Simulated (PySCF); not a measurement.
Compound: C₇H₈FNO.
Numbering: `[CH3:1][CH2:2][C@@H:3]1[C:4](=[O:5])[C@@H:6]([C:7]#[N:8])[C@@H:9]1[F:10]`

Structure used (GFN2-xTB), in Å, numbered top down from 1:
```
atom  x, y, z in Å
C1     2.5155    0.1506   -0.6615
C2     1.3526   -0.6450   -0.0851
C3     0.0354   -0.2768   -0.7736
C4    -0.5050    1.0869   -0.3935
O5    -0.1483    2.2099   -0.5508
C6    -1.7319    0.4687    0.3044
C7    -3.0120    0.8927   -0.1806
N8    -4.0220    1.2113   -0.6104
C9    -1.2391   -0.9185   -0.1761
F10   -1.0129   -1.7949    0.8460
H11    2.3378    1.2181   -0.5573
H12    3.4343   -0.1005   -0.1380
H13    2.6482   -0.0737   -1.7176
H14    1.5225   -1.7154   -0.2184
H15    1.2662   -0.4542    0.9866
H16    0.1370   -0.4134   -1.8525
H17   -1.6884    0.5811    1.3911
H18   -1.8987   -1.4205   -0.8892
```

Probes without a nucleus sit at each ring's centroid and 1 Å off its mean plane on both sides; NICS is minus the shielding there, NICSzz its component along the normal. Level: GIAO PBE0/pcSseg-1 (PySCF, non-relativistic, gas phase) on the GFN2-xTB geometry, one conformer.

Ring bond lengths (Å), with Mayer bond orders in brackets: C3–C4 1.515 (0.94), C4–C6 1.541 (0.89), C6–C9 1.549 (0.96), C9–C3 1.547 (0.97).

What do the NICS probes read (ppm)?

| ring | type | NICS(0) | NICS(1), two faces | NICS(1)zz, two faces | rms pucker (Å) | centre to ring atoms, mean (Å) |
| --- | --- | --- | --- | --- | --- | --- |
| C3–C4–C6–C9 | 4-membered carbocycle; formal bonds all single | 7.7 | -0.4 / -1.8 | 4.8 / 0.1 | 0.03 | 1.09 |

What can be read from them?

- C3–C4–C6–C9: mean NICS(1)zz 2.4 ppm, near zero. C3, C6, C9 have four or more neighbours, so the value isn't read as a sign of a π ring current. The two faces differ by 4.7 ppm, so no symmetry operation interchanges them. NICS(0) lies 9 ppm above the mean NICS(1).

What are the shieldings of the ring atoms and their hydrogens in the same run (means over atoms taken as equivalent)?

```tsv
atoms	environment	σ isotropic (ppm)
C3	sp3 carbon next to a carbonyl	117.3
C4	ketone carbonyl carbon	-16.7
C6	sp3 carbon next to a carbonyl	133.5
C9	sp3 C–F carbon	98.8
H16	methine hydrogen	28.39
H17	methine hydrogen	27.64
H18	methine hydrogen	26.17
```

The run took 40 s (with the writing of density and orbital grids) on one thread of an Arm Neoverse V2 (shared host), and the process peaked at 0.94 GiB of memory. This is the whole shielding run at PBE0/pcSseg-1, SCF included.
